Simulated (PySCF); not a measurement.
S⁹⁺: ionisation energy

S⁹⁺ [He] 2s2 2p3 (4S) → S¹⁰⁺ [He] 2s2 2p2 (3P), as a difference of total energies. All numbers are calculated (PySCF 2.14, the non-relativistic Hamiltonian (point nucleus), in an uncontracted even-tempered set (18 s from 1.1 bohr⁻², ratio 2.2; 11 p from 1.4 bohr⁻², ratio 2.2; 6 d from 7.5 bohr⁻², ratio 2.4; 5 f from 11 bohr⁻², ratio 2.4; 5 g from 17 bohr⁻², ratio 2.4)). Correlated levels: nothing frozen; virtual orbitals above 40 to 60 times the deepest correlated orbital energy dropped. The calculations carry no spin-orbit coupling.

```csv
method,ionisation energy (eV)
UHF,448.29
LDA,448.48
PBE,448.19
PBE0,448.49
r2SCAN,449.20
BLYP,448.25
M06-L,449.14
MP2 (all electrons),448.77
SCS-MP2 (all electrons),448.40
```

How much does correlation contribute at MP2 (all electrons)?

448.77 − (448.29) = 0.48 eV, measured against UHF.

A first-order spin-orbit estimate (lowest level to lowest level, LS coupling) adds -1.017 eV.

These non-relativistic numbers lack the scalar-relativistic shift.

For comparison: 447.7 ± 0.3 eV (semi-empirical (NIST evaluation); NIST Atomic Spectra Database, ionization energies).
